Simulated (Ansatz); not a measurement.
Calculated with Ansatz (gas phase, PBE0-D4/def2-TZVP geometries, no zero-point term in ΔE). CBS: MP2 limit from def2 TZ/QZ plus the TZ coupled-cluster correction, frozen cores. This one scheme is used for every species. Functionals use def2-TZVPP. For Ge outer-core shells are correlated without core-valence functions, which leaves a few kJ/mol of doubt a bond. Scalar relativity is left out up to krypton. One conformer a species, not always the lowest.

Consider the substitution at a C–Ge bond: `C[O][GeH2][CH3]` + `O[SiH](O)F` → `CO[SiH](O)F` + `C[O][GeH3]`.

| level | ΔE (kcal/mol) |
| --- | --- |
| CAM-B3LYP | 20.6 |
| SCS-MP2/def2-QZVPP | 23.2 |

**Question.** What does CCSD(T)/CBS give? (Estimate.)

**Answer.** Ansatz gave: +23.7 kcal/mol. The listed levels differ from it by -3.1, -0.5 kcal/mol.

Largest T1 diagnostic among the species: 0.011.

In def2-TZVPP, CCSD(T) changes the Hartree–Fock value by +3.8 kcal/mol (the triples alone add +0.3 kcal/mol) and MP2 by +5.7 kcal/mol. At CCSD(T), def2-SVP lies −6.0 kcal/mol from the extrapolated value and def2-TZVPP −0.7 kcal/mol.
